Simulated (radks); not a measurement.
Charge is removed step by step from the 2s down level of the zinc ion Zn19+, starting from [He] 2s(up 1, down 1) 2p6 3s1. Method: scalar-relativistic Kohn-Sham, BLYP, spin-polarised, spherical densities, point nucleus; open shells are filled with parallel spins first; computed with a radial shooting solver on a logarithmic mesh with Libxc functionals.

removed (e)  E - E(0) (eV)  eigenvalue (eV)  E minus straight line (eV)
0                    0.000          -1889.5                       0.000
0.125               236.90          -1901.5                      -5.252
0.25                475.31          -1913.5                      -9.003
0.375               715.22          -1925.5                     -11.252
0.5                 956.63          -1937.5                     -12.000
0.625               1199.5          -1949.5                     -11.248
0.75                1443.9          -1961.5                      -8.997
0.875               1689.9          -1973.5                      -5.247
1                   1937.3          -1985.5                       0.000

Removing the whole electron costs 1937.3 eV by Delta-SCF, against 1889.5 eV from minus the eigenvalue at the starting occupation. Slater's transition state (half an electron removed) gives 1937.5 eV. Integrating minus the eigenvalue over the occupation (Janak's theorem) gives 1937.5 eV. In this scalar-relativistic scheme the density is built from large components alone, so the theorem holds only approximately. The mean slope of the eigenvalue, de/dn, is 95.9 eV per electron.
